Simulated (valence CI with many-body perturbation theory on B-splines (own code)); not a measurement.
**Isoelectronic trend, 15 electrons, Co12+ to Nb26+**

Computed by valence CI with perturbative core correlation (CI+MBPT): five valence electrons over a frozen Dirac-Fock core [Ne], radial functions for each j: 9 s, 9 p, 8 d, 6 f, 3 g, 1 h, with the one-electron correlation potential Σ1, the two-electron term Σ2, the three-electron term Σ3, Breit, model QED; selected CI, second order for the rest, scaled by the run's own slope (own B-spline code, finite nucleus). Basis and details of the method differ along the sequence, and some ions are missing.

Excitation energies in eV above the lowest level of each ion. Labels name the leading LS component, so a column can jump where levels mix; a blank means that no level of the computed list carries the label, and where several do, the lowest of them is shown. The ionisation energies from NIST are mostly theoretical or semi-empirical. By estimate, excited configurations hold to about 0.1 % in light ions and 0.5 % in heavy ones, terms of the ground configuration to 0.5 to 2 %, and small fine-structure intervals to 10 cm⁻¹ or more; near the neutral end and where shells cross, configurations can be misplaced by 0.1 to 0.6 eV.

| Ion | Lowest level | IE (eV) | IE, NIST (eV) | 3s2 3p3 2D°_5/2 | 3s2 3p3 2P°_3/2 | 3s 3p4 4P_5/2 | 3s 3p4 4P_3/2 | 3s 3p4 4P_1/2 | 3s 3p4 2D_3/2 | 3s2 3p2 3d 4F_5/2 |
| --- | --- | --- | --- | --- | --- | --- | --- | --- | --- | --- |
| Co12+ | 3s2 3p3 4S°_3/2 | 374.59 | 378.5 ± 0.7 | 6.194 | 10.97 | 36.59 | 38.06 | 38.69 | 45.34 | 57.15 |
| Ni13+ | 3s2 3p3 4S°_3/2 | 424.89 | 429.3 ± 0.8 | 6.675 | 12.03 | 39.22 | 41.02 | 41.75 | 48.62 | 60.90 |
| Cu14+ | 3s2 3p3 4S°_3/2 | 478.23 | 483.1 ± 0.9 | 7.199 | 13.20 | 41.91 | 44.08 | 44.92 | 51.97 | 64.67 |
| Zn15+ | 3s2 3p3 4S°_3/2 | 534.6 | 540 ± 1 | 7.778 | 14.52 | 44.68 | 47.28 | 48.23 | 55.43 | 68.46 |
| Ga16+ | 3s2 3p3 4S°_3/2 | 594.01 | 599.8 ± 1.4 | 8.426 | 16.01 | 47.54 | 50.62 | 51.68 | 59.01 | 72.28 |
| Ge17+ | 3s2 3p3 4S°_3/2 | 656.46 | 662.8 ± 1.9 | 9.160 | 17.69 | 50.51 | 54.13 | 55.29 | 62.72 | 76.13 |
| As18+ | 3s2 3p3 4S°_3/2 | 721.97 | 728.9 ± 2.2 | 9.995 | 19.59 | 53.59 | 57.82 | 59.08 | 66.58 | 80.04 |
| Se19+ | 3s2 3p3 4S°_3/2 | 790.53 | 798 ± 3 | 10.95 | 21.74 | 56.81 | 61.70 | 63.05 | 70.62 | 84.00 |
| Br20+ | 3s2 3p3 4S°_3/2 | 862.17 | 870 ± 3 | 12.04 | 24.16 | 60.19 | 65.79 | 67.23 | 74.85 | 88.03 |
| Kr21+ | 3s2 3p3 4S°_3/2 | 936.88 | 945 ± 3 | 13.29 | 26.90 | 63.75 | 70.10 | 71.63 | 79.31 | 92.14 |
| Rb22+ | 3s2 3p3 4S°_3/2 | 1014.7 | 1024 ± 4 | 14.72 | 29.96 | 67.49 | 74.62 | 76.25 | 83.99 | 96.33 |
| Sr23+ | 3s2 3p3 4S°_3/2 | 1095.6 | 1105 ± 4 | 16.32 | 33.40 | 71.43 | 79.35 | 81.09 | 88.90 | 100.6 |
| Zr25+ | 3s2 3p3 4S°_3/2 | 1266.6 | 1277 ± 5 | 20.16 | 41.45 | 79.98 | 89.34 | 91.50 |  | 109.6 |
| Nb26+ | 3s2 3p3 4S°_3/2 | 1356.8 | 1368 ± 5 | 22.41 | 46.13 | 84.60 | 94.52 | 97.08 | 111.1 |  |

**Question.** Does the computed ground configuration or its J change in this range?

**Answer.** No, it stays 3s2 3p3 with J = 3/2; its leading component is 93 % 4S° at the start and 49 % 4S° at the end, where the leading jj configuration holds 90 %.

Shares of the ionisation energy in eV, for some of the ions:

```csv
Ion,Σ1,Σ2,Σ3,Breit,QED
Co12+,0.596,-0.125,-0.208,-0.0634,0.00362
Cu14+,0.637,-0.115,-0.232,-0.0949,0.00324
Ga16+,0.674,-0.104,-0.252,-0.138,0.00262
As18+,0.706,-0.0903,-0.270,-0.196,0.00185
Br20+,0.734,-0.0744,-0.285,-0.271,0.000906
Rb22+,0.760,-0.0586,-0.298,-0.360,-0.000620
Zr25+,0.794,-0.0372,-0.316,-0.519,-0.00457
```
